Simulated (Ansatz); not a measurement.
Steps of a relaxation of `C[O][SnH]([F])[O]C` with RKS PBE0-D4/def2-TZVP.

```sh
$ ansatz run in.yaml --threads 2 --pin off --events-out ev --progress --plain --max-ram 32768MiB --backend cuda --devices 0, --max-vram 18GiB
```

```yaml
crystal:
  periodic: [false, false, false]
  atoms:
    - {symbol: C, position_ang: [0.654160, -1.448410, -1.938360]}
    - {symbol: O, position_ang: [0.589690, -1.017190, -0.597080]}
    - {symbol: Sn, position_ang: [0.835950, 0.845110, 0.021270]}
    - {symbol: F, position_ang: [-0.230620, 1.803590, -1.332720]}
    - {symbol: O, position_ang: [-0.010030, 1.047490, 1.762780]}
    - {symbol: C, position_ang: [-1.286160, 0.556080, 2.108050]}
    - {symbol: H, position_ang: [1.685210, -1.522210, -2.287670]}
    - {symbol: H, position_ang: [0.090330, -0.799160, -2.610410]}
    - {symbol: H, position_ang: [0.202760, -2.441380, -1.944990]}
    - {symbol: H, position_ang: [2.317830, 1.659470, 0.140570]}
    - {symbol: H, position_ang: [-2.075660, 1.027600, 1.518230]}
    - {symbol: H, position_ang: [-1.351510, -0.528780, 2.001090]}
    - {symbol: H, position_ang: [-1.421950, 0.817790, 3.159230]}
basis:
  gaussian: {orbitals: def2-TZVP}
hamiltonian: {xc: pbe0, dispersion: d4}
relax: {f_tol: 0.005, max_steps: 150}
```

Positions (Å) and forces (eV/Å) along the path, 10 of 13 steps:

```xyz
13
step=1 energy=-14825.8563 eV
C     0.654   -1.448   -1.938   -0.140    0.113    0.265
O     0.590   -1.017   -0.597    0.226    0.775    0.665
Sn    0.836    0.845    0.021   -0.928   -0.020   -0.818
F    -0.231    1.804   -1.333    0.538   -0.460    0.714
O    -0.010    1.047    1.763    0.331   -0.082   -0.460
C    -1.286    0.556    2.108    0.173    0.098    0.092
H     1.685   -1.522   -2.288    0.133   -0.034   -0.100
H     0.090   -0.799   -2.610   -0.040    0.048   -0.095
H     0.203   -2.441   -1.945    0.019   -0.092   -0.191
H     2.318    1.659    0.141    0.023   -0.190   -0.066
H    -2.076    1.028    1.518   -0.086   -0.002   -0.024
H    -1.352   -0.529    2.001   -0.051   -0.080   -0.017
H    -1.422    0.818    3.159   -0.197   -0.074    0.035
13
step=2 energy=-14825.9518 eV
C     0.639   -1.407   -1.866   -0.059   -0.067    0.113
O     0.623   -0.994   -0.515    0.031    0.064   -0.002
Sn    0.821    0.869   -0.008   -0.044    0.083   -0.038
F    -0.233    1.808   -1.322    0.091   -0.090    0.136
O    -0.002    1.041    1.731    0.034    0.053    0.006
C    -1.278    0.536    2.066    0.091    0.051    0.000
H     1.658   -1.443   -2.268    0.003    0.006   -0.012
H     0.028   -0.764   -2.509    0.000   -0.014   -0.013
H     0.224   -2.418   -1.891    0.017    0.008   -0.102
H     2.375    1.544    0.050   -0.070   -0.035   -0.036
H    -2.069    1.002    1.471   -0.046    0.007   -0.012
H    -1.337   -0.549    1.943    0.001   -0.036   -0.019
H    -1.448    0.777    3.119   -0.050   -0.028   -0.020
13
step=3 energy=-14825.9588 eV
C     0.626   -1.404   -1.847    0.016    0.014    0.043
O     0.633   -0.992   -0.494   -0.018   -0.060   -0.054
Sn    0.832    0.871    0.009    0.047   -0.021   -0.002
F    -0.225    1.801   -1.292   -0.054    0.032   -0.037
O     0.006    1.059    1.742   -0.010    0.044    0.071
C    -1.271    0.535    2.045    0.015   -0.018    0.005
H     1.638   -1.413   -2.273   -0.028    0.002    0.005
H    -0.011   -0.772   -2.476    0.006   -0.014    0.017
H     0.236   -2.425   -1.880    0.008    0.019   -0.006
H     2.384    1.535    0.024    0.031    0.007    0.002
H    -2.059    1.003    1.445   -0.007    0.009   -0.009
H    -1.316   -0.549    1.898   -0.004    0.002   -0.003
H    -1.471    0.751    3.099   -0.001   -0.016   -0.034
13
step=4 energy=-14825.9610 eV
C     0.613   -1.401   -1.828    0.023    0.026   -0.003
O     0.639   -0.990   -0.476   -0.018   -0.043   -0.040
Sn    0.844    0.876    0.018    0.043   -0.013   -0.003
F    -0.229    1.801   -1.276   -0.024    0.020   -0.030
O     0.013    1.073    1.749   -0.014    0.019    0.051
C    -1.264    0.532    2.022   -0.025   -0.031    0.013
H     1.616   -1.389   -2.275   -0.033   -0.001    0.008
H    -0.049   -0.781   -2.443    0.012   -0.014    0.020
H     0.243   -2.429   -1.859    0.006    0.014    0.018
H     2.401    1.532    0.021    0.004    0.004   -0.003
H    -2.047    1.005    1.420    0.009    0.004   -0.001
H    -1.298   -0.550    1.851    0.000    0.021    0.002
H    -1.484    0.722    3.077    0.015   -0.007   -0.032
13
step=5 energy=-14825.9619 eV
C     0.603   -1.399   -1.812    0.001    0.000   -0.022
O     0.649   -0.989   -0.461   -0.002    0.002   -0.007
Sn    0.856    0.880    0.026    0.006    0.000   -0.001
F    -0.222    1.802   -1.269   -0.002    0.001   -0.005
O     0.019    1.077    1.756    0.000   -0.002   -0.002
C    -1.261    0.527    2.004   -0.025   -0.018    0.013
H     1.595   -1.363   -2.283   -0.028    0.001    0.009
H    -0.088   -0.794   -2.411    0.019   -0.015    0.019
H     0.257   -2.435   -1.834    0.007    0.012    0.002
H     2.413    1.537    0.016    0.000    0.001    0.006
H    -2.037    1.017    1.405    0.011   -0.002    0.008
H    -1.294   -0.550    1.804    0.004    0.024    0.002
H    -1.490    0.689    3.060    0.010   -0.003   -0.022
13
step=6 energy=-14825.9622 eV
C     0.600   -1.400   -1.808    0.000    0.002   -0.015
O     0.655   -0.988   -0.458    0.002    0.006   -0.002
Sn    0.861    0.882    0.027   -0.006   -0.002    0.004
F    -0.218    1.801   -1.270    0.007   -0.003    0.002
O     0.021    1.076    1.756   -0.007   -0.004   -0.010
C    -1.261    0.527    1.997   -0.005   -0.006    0.008
H     1.584   -1.349   -2.291   -0.013   -0.002    0.004
H    -0.107   -0.806   -2.398    0.009   -0.009    0.011
H     0.270   -2.442   -1.824    0.004    0.008    0.002
H     2.417    1.540    0.024   -0.001    0.001    0.000
H    -2.036    1.031    1.408    0.007   -0.001    0.005
H    -1.298   -0.546    1.780    0.000    0.012    0.001
H    -1.487    0.673    3.057    0.003   -0.002   -0.009
13
step=7 energy=-14825.9624 eV
C     0.597   -1.402   -1.804   -0.006   -0.004   -0.010
O     0.670   -0.988   -0.456    0.005    0.006    0.001
Sn    0.867    0.883    0.029   -0.003    0.004    0.001
F    -0.206    1.800   -1.274    0.006   -0.005    0.005
O     0.020    1.075    1.755   -0.010   -0.004   -0.010
C    -1.264    0.529    1.991    0.010    0.006   -0.004
H     1.569   -1.328   -2.308   -0.014   -0.001    0.006
H    -0.137   -0.826   -2.379    0.012   -0.009    0.008
H     0.292   -2.452   -1.811    0.004    0.010   -0.005
H     2.422    1.545    0.034   -0.005   -0.002    0.002
H    -2.039    1.053    1.420    0.006   -0.006    0.008
H    -1.310   -0.538    1.748   -0.003    0.008    0.003
H    -1.482    0.650    3.055   -0.001   -0.003   -0.005
13
step=10 energy=-14825.9625 eV
C     0.590   -1.403   -1.795    0.001    0.003   -0.003
O     0.696   -0.987   -0.449    0.002    0.000   -0.003
Sn    0.878    0.886    0.030    0.003    0.000    0.000
F    -0.182    1.792   -1.290   -0.001    0.001   -0.001
O     0.013    1.084    1.747    0.002    0.002    0.003
C    -1.267    0.528    1.982   -0.005   -0.009    0.008
H     1.544   -1.310   -2.329   -0.004    0.000    0.003
H    -0.171   -0.841   -2.347    0.003   -0.002    0.001
H     0.305   -2.458   -1.795   -0.001    0.001    0.002
H     2.430    1.554    0.055   -0.001   -0.002    0.000
H    -2.047    1.066    1.432   -0.002    0.002   -0.002
H    -1.314   -0.532    1.711    0.001    0.005    0.001
H    -1.474    0.620    3.051    0.003    0.000   -0.009
13
step=12 energy=-14825.9626 eV
C     0.587   -1.401   -1.793   -0.002   -0.003    0.002
O     0.701   -0.984   -0.448    0.001    0.002    0.000
Sn    0.880    0.889    0.030   -0.002   -0.001   -0.001
F    -0.179    1.793   -1.293    0.000    0.000    0.000
O     0.011    1.088    1.745    0.001    0.000    0.000
C    -1.265    0.525    1.979   -0.002    0.002   -0.003
H     1.541   -1.321   -2.328    0.002    0.001    0.000
H    -0.168   -0.832   -2.345   -0.001    0.001   -0.001
H     0.290   -2.453   -1.789    0.000    0.001   -0.001
H     2.431    1.559    0.056    0.002    0.001    0.001
H    -2.048    1.054    1.425    0.002   -0.001    0.000
H    -1.305   -0.537    1.713    0.000   -0.002   -0.001
H    -1.476    0.620    3.047   -0.001    0.000    0.005
13
step=13 energy=-14825.9626 eV
C     0.585   -1.400   -1.790    0.000   -0.002    0.001
O     0.707   -0.982   -0.447    0.001    0.000   -0.003
Sn    0.882    0.892    0.030    0.000   -0.002    0.002
F    -0.176    1.793   -1.296    0.002    0.000    0.001
O     0.010    1.090    1.743   -0.001    0.000    0.000
C    -1.264    0.522    1.976    0.000    0.002   -0.002
H     1.537   -1.326   -2.329   -0.001    0.000    0.000
H    -0.169   -0.827   -2.340    0.000    0.000    0.000
H     0.281   -2.450   -1.784    0.000    0.001    0.000
H     2.433    1.564    0.061   -0.002    0.001   -0.001
H    -2.049    1.048    1.421    0.001   -0.001    0.001
H    -1.299   -0.540    1.711    0.001    0.000    0.000
H    -1.477    0.617    3.044   -0.001    0.000    0.001
```

Hardware: 2 threads of an AMD EPYC 7R13 on a shared host and a share of an NVIDIA H100 80 GB. Wall time 36 s, peak host memory 0.9 GiB.
